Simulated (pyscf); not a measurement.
# `[CH3][Si]([O])([OH])[OH]`, doublet

Gas-phase minimum from PySCF at ωB97X-D3(BJ)/def2-SVP, one conformer. Other isomers of H₃C–Si(O•)(OH)–OH were not searched in full and may lie lower. 

```xyz
10

C     -1.6264     0.0817    -1.4204
Si    -0.0619     1.0584    -1.2373
O      0.1711     1.1606     0.4390
O     -0.0654     2.6177    -1.8104
O      1.1384     0.2723    -2.0512
H     -1.8780    -0.0022    -2.4898
H     -1.4956    -0.9353    -1.0197
H     -2.4676     0.5594    -0.8961
H     -0.4928     3.2804    -1.2583
H      1.9283     0.7807    -2.2613
```
Charge 0, spin multiplicity 2.

Bond lengths (Å): C1–Si2 1.853, C1–H6 1.102, C1–H7 1.101, C1–H8 1.100, Si2–O3 1.695, Si2–O4 1.661, Si2–O5 1.650, O4–H9 0.963, O5–H10 0.963. Angles (°): Si2–C1–H6 109.2, Si2–C1–H7 110.5, Si2–C1–H8 111.7, H6–C1–H7 108.1, H6–C1–H8 108.7, H7–C1–H8 108.6, C1–Si2–O3 104.2, C1–Si2–O4 117.3, C1–Si2–O5 108.3, O3–Si2–O4 106.5, O3–Si2–O5 114.6, O4–Si2–O5 106.2, Si2–O4–H9 116.7, Si2–O5–H10 116.9.

Properties at ωB97X-D3(BJ)/def2-SVP:

```
Quantity                                                                                                                                                                                                                                            Value
---------------------------------------------------------------------------------------------------------------------  ----------------------------------------------------------------------------------------------------------------------------------
Harmonic wavenumbers, unscaled                                                                                         91, 136, 192, 245, 268, 281, 329, 359, 686, 726, 761, 806, 807, 869, 940, 990, 1286, 1430, 1438, 3076, 3180, 3188, 3937, 3939 cm⁻¹
Zero-point energy                                                                                                                                                                                                                           42.8 kcal/mol
Rotational symmetry number                                                                                                                                                                                                                              1
Entropy of this conformer at 298 K and 1 atm, rigid rotor and harmonic oscillator, modes under 100 cm⁻¹ raised to 100                                                                                                                     354.0 J/(mol K)
Dipole moment                                                                                                                                                                                                                                      1.46 D
Spin expectation value S2                                                                                                                                                                                                                           0.752
```

Single-point totals, which compare only within one level:

```tsv
level	total energy (hartree)
ωB97X-D3(BJ)/def2-TZVP	-556.57088
PBE/def2-TZVP	-556.04481
r²SCAN/def2-TZVP	-556.33729
B3LYP-D3(BJ)/def2-TZVP	-556.52826
PBE0-D3(BJ)/def2-TZVP	-556.08600
M06-2X/def2-TZVP	-556.36941
ωB97M-D3(BJ)/def2-TZVP	-556.59500
```

Soft torsions are taken as harmonic, which can shift the entropy by several J/(mol K).
